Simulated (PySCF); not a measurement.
## Computed properties of B(Cl)2(SH) (BCl2HS), SMILES ClB(Cl)S

B(Cl)2(SH) (BCl2HS), SMILES SB(Cl)Cl. Coordinates come from a TPSSh-D3(BJ)/def2-SVP optimisation. The values are those of a single conformer. All values are computed for the isolated molecule unless a solvent is named; none is compared with measurement here.

**Structure.** The optimised structure has Cs symmetry. All 9 harmonic modes at TPSSh-D3(BJ)/def2-SVP (PySCF) are real, so it is a minimum. With heavy atoms numbered as in [B:1]([Cl:2])([Cl:3])[SH:4], the shortest bond between them is B1–Cl2 at 1.758 Å and the longest B1–S4 at 1.796 Å.

**Vibrations.** The strongest infrared lines (harmonic, unscaled, degenerate partners summed) lie at 981 cm⁻¹ (280 km/mol, B 84 %), 1010 cm⁻¹ (228 km/mol, B 71 %, H 17 %), 777 cm⁻¹ (87 km/mol, H 72 %, B 15 %, Cl 9 %). The softest mode is at 222 cm⁻¹ and the zero-point energy is 10.3 kcal/mol.

**Electronic structure.** PBE0/def2-TZVPD (PySCF) places the frontier levels at -8.40 and -1.50 eV, a gap of 6.90 eV, and gives a dipole moment of 1.21 D and a mean polarisability of 63.8 bohr³.

**Excitations.** TDA-ωB97X/def2-SVPD (PySCF) has S1 at 6.48 eV (191 nm, f = 0.243, bright); the most intense of the 10 singlets computed lies at 6.48 eV (f = 0.24). T1 (TDA) is at 5.23 eV, 1.25 eV under S1. No vertical singlet excitation falls in the visible range (under 3.1 eV).

**NMR.** GIAO shifts at B3LYP/pcSseg-2 (PySCF) (non-relativistic, atoms alike by connectivity averaged): ¹H at 3.8 ppm against TMS; ¹¹B at 52.0 ppm against BF3. Without spin–orbit terms, shifts of atoms bonded to Cl or Br come out too high.
